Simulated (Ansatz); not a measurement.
Mulliken charges of BrH₅OSi₂ (`[SiH3]O[SiH2]Br`) from r2SCAN/def2-TZVPP in Ansatz (PBE0-D4/def2-TZVP geometry).

```tsv
atom	x (Å)	y (Å)	z (Å)	charge (e)
Si1	0.427	1.467	0.369	0.435
O2	-0.550	0.162	0.156	-0.423
Si3	-0.638	-1.368	-0.366	0.549
Br4	1.328	-2.376	-0.125	-0.232
H5	1.049	1.851	-0.923	-0.068
H6	1.487	1.151	1.357	-0.063
H7	-0.421	2.575	0.869	-0.069
H8	-1.624	-2.103	0.452	-0.062
H9	-0.969	-1.406	-1.807	-0.067
```

By hand: the dipole of these point charges (1 e Å = 4.8032 D).

Σ q r = (-0.210, 0.218, -0.067) e Å, of length 0.310 e Å = 1.49 D.

How does the dipole of the full density compare? (Best estimate.)

The calculation gave: (-0.148, 0.155, -0.029) e Å, 1.04 D; the point charges give 1.43 times that, at 5° from its direction.

Point charges leave out the atoms' own dipoles, such as those of lone pairs, and Mulliken's split depends on the basis, so the two needn't agree.
